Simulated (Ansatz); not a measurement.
Molecule: C7H13 (charge 0, doublet). It need not be the lowest isomer of its formula. 
Geometry from a B3LYP-D3(BJ)/def2-TZVP (Ansatz, a quantum-chemistry and plane-wave program) optimisation:
SMILES: [CH2]CCCCC=C
```xyz
20

C      3.7164    -0.1808     0.2294
C      2.3537    -0.7673     0.1924
C      1.2473     0.2537    -0.0810
C     -0.1495    -0.3590    -0.0820
C     -1.2548     0.6687    -0.3504
C     -2.6193     0.0552    -0.3951
C     -3.6199     0.3504     0.4246
H      3.8641     0.8559     0.5023
H      4.5942    -0.8000     0.1062
H      2.3113    -1.5675    -0.5562
H      2.1345    -1.2692     1.1502
H      1.4359     0.7381    -1.0443
H      1.2974     1.0451     0.6746
H     -0.3405    -0.8445     0.8801
H     -0.2002    -1.1496    -0.8385
H     -1.2268     1.4488     0.4158
H     -1.0475     1.1608    -1.3082
H     -2.7722    -0.7025    -1.1607
H     -3.5109     1.0970     1.2037
H     -4.5830    -0.1377     0.3472
```
Charge 0, spin multiplicity 2.

Total electronic energies in hartree. Valence correlation only, unless marked. UHF or UKS for open shells. Spin-orbit coupling is left out. No relativistic terms. CBS(X,Y): correlation extrapolated as X^-3; Hartree-Fock from the larger set. The bracket is a focal-point correction in the basis named.

| level | program | energy (Eh) |
|---|---|---|
| BLYP/def2-TZVPD | Ansatz | (withheld) |
| B3LYP-D4/def2-TZVPD | Ansatz + dftd4 | -274.62186 |
| PBE0-D4/def2-TZVPD | Ansatz + dftd4 | (withheld) |
| BHLYP-D3(BJ)/def2-TZVPD | Ansatz + dftd3 | -274.42959 |
| BHLYP-D4/def2-TZVPD | Ansatz + dftd4 | -274.42542 |
| B2GP-PLYP/def2-TZVPD | Ansatz | -274.25233 |
| RPA@PBE/cc-pVTZ | Ansatz | -274.58901 |
| RI-MP2/cc-pVTZ | Ansatz | -273.84167 |
| RI-MP2/cc-pVQZ | Ansatz | -273.93116 |
| SCS-MP2/6-31G | Ansatz | -273.08876 |
| SCS-MP2/cc-pVDZ | Ansatz | -273.55380 |
| SCS-MP2/cc-pVTZ | Ansatz | -273.84846 |
| CCSD/6-31G | Ansatz | -273.16606 |
| CCSD(T)/6-31G* | Ansatz | -273.57390 |
| RI-MP2/CBS(cc-pVTZ,cc-pVQZ)+[CCSD(T)-MP2]/cc-pVTZ | Ansatz | -274.1105 |

Q: Some entries are withheld; supply them.

A: 
- BLYP/def2-TZVPD, energy (Eh): -274.42296
- PBE0-D4/def2-TZVPD, energy (Eh): -274.25367
